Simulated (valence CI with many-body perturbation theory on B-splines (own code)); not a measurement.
# Questions on W61+

Method: valence CI with perturbative core correlation (CI+MBPT): three valence electrons over a frozen Dirac-Fock core [Ne], radial functions for each j: 11 s, 11 p, 10 d, 8 f, 5 g, 2 h, with the one-electron correlation potential Σ1, the two-electron term Σ2, the three-electron term Σ3, Breit, model QED; selected CI, second order for the rest, scaled by the run's own slope (own B-spline code, finite nucleus).

No measured spectrum was set against this ion. As an estimate, large intervals hold to a few tenths of a per cent, small ones and those within an open d or f shell to about a per cent.

Levels are named by their leading jj configuration (3d3/2^4 stands for four electrons in 3d with j = 3/2), which in mixed levels can hold well under half, so a name can repeat and another be missing.

Rates and lifetimes use the calculated energies. Strong lines usually hold to 10 to 20 %, long lifetimes can be off by a factor of two.

What is the ground level?

(3s^2 3p1/2) J=1/2, composition 100 % 3s2.3p 2P°, g = 0.647.

Among levels below 26461 × 10³ cm⁻¹, which E1 lines absorb most strongly from the ground level?

to (3s^2 3d3/2) J=3/2 at 2.075 nm, f = 0.471; to (3s 3p1/2 4p1/2) J=3/2 at 0.3830 nm, f = 0.217; to (3s 3p1/2 3p3/2) J=1/2 at 2.254 nm, f = 0.210.

What is the ionisation energy?

6726 eV; NIST lists 6735 ± 7 eV (semi-empirical).

Name the longest-lived excited levels whose lifetime is computed, and their main decay.

(3s 3p3/2 3d5/2) J=9/2 at 9316.2 × 10³ cm⁻¹ lives 4.66 ns, mostly by M1 to (3s 3p1/2 3d5/2) J=7/2; (3s^2 3p3/2) J=3/2 at 2932.1 × 10³ cm⁻¹ lives 2.01 ns, mostly by E1 to (3s 3p1/2^2) J=1/2.

Where does the other parity begin?

At (3s 3p1/2^2) J=1/2, 1350.8 × 10³ cm⁻¹.

How well does LS coupling describe the low levels?

Among the lowest 20 levels the leading LS term, summed over configurations, holds 63 % on average. For single configurations the figures are 60 % in LS and 92 % in jj coupling. Terms mix most in the J = 3/2 level at 6151.9 × 10³ cm⁻¹, where the leading one holds 32 %.
